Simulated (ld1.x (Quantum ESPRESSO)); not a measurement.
## Nd (Z = 60), TM semilocal: configuration errors across variants

```json
{
  "Element": "Nd",
  "Generator": "ld1.x (Quantum ESPRESSO) 7.5",
  "Type": "norm-conserving Troullier–Martins (semilocal form)",
  "Functional": "PBE",
  "Relativity": "scalar-relativistic",
  "Frozen core": "[Xe] 4f3",
  "Valence charge": "3",
  "Reference configuration": "5d1 6s1.75 6p0.25",
  "Partial waves": "6s (bound): rc 2.60 bohr; 6p (bound): rc 3.25 bohr; 5f channel at 0.05 Ry: rc 2.90 bohr; 5d (bound): rc 3.70 bohr",
  "Local potential": "the d channel",
  "Core correction": "Bessel-smoothed model core inside 1.55 bohr"
}
```

All-electron excitation energies from the reference (eV): (1) 5d1 6s2 6p0 -0.635; (2) 5d1 6s1 6p0 5.629; (3) 5d1 6s0 6p0 17.063; (4) 5d0 6s2 6p0 5.713; (5) 5d2 6s1 6p0 0.515; (6) 5d1 6s1.5 6p0 1.885; (7) 5d1 6s1 6p1 1.953.

In the semilocal form every listed channel keeps its own potential, so the choice of the local channel does not act on these tests. It acts once the file is put into the separable form.

A semilocal file is local in each channel, so a ghost entry of none says nothing of the separable form that plane-wave codes build from it.

3 further variants failed, have other tests or too few solved ones, and are left out.

A true bound ghost makes a file unfit for plane-wave use even where its test errors are small: the radial tests pick states by their node count and pass the ghost by.

Errors AE − PS in meV (a dash: test not solved or not reliable):

| change | (1) | (2) | (3) | (4) | (5) | (6) | (7) | bound ghosts |
| --- | --- | --- | --- | --- | --- | --- | --- | --- |
| base | +0.1 | -0.1 | -60 | +16 | -34 | -0.1 | -1.5 | none |
| local potential the f channel | +0.1 | -0.1 | -60 | +16 | -34 | -0.1 | -1.5 | none |
| wave 5f channel at 0.05 Ry: rc 2.90 bohr becomes 5f channel at -0.19 Ry: rc 2.90 bohr | +0.1 | -0.1 | -60 | +16 | -34 | -0.1 | -1.5 | f |
| wave 6s (bound): rc 2.60 bohr becomes 6s (bound): rc 3.74 bohr | -0.1 | -5.1 | -53 | -87 | -53 | -0.8 | -2.1 | none |

Problem. Give the same row for: core correction Bessel-smoothed model core inside 3.06 bohr.

Solution. +0.1, +1.1, -44, +38, -26, 0.0, -0.4; bound ghosts: none.
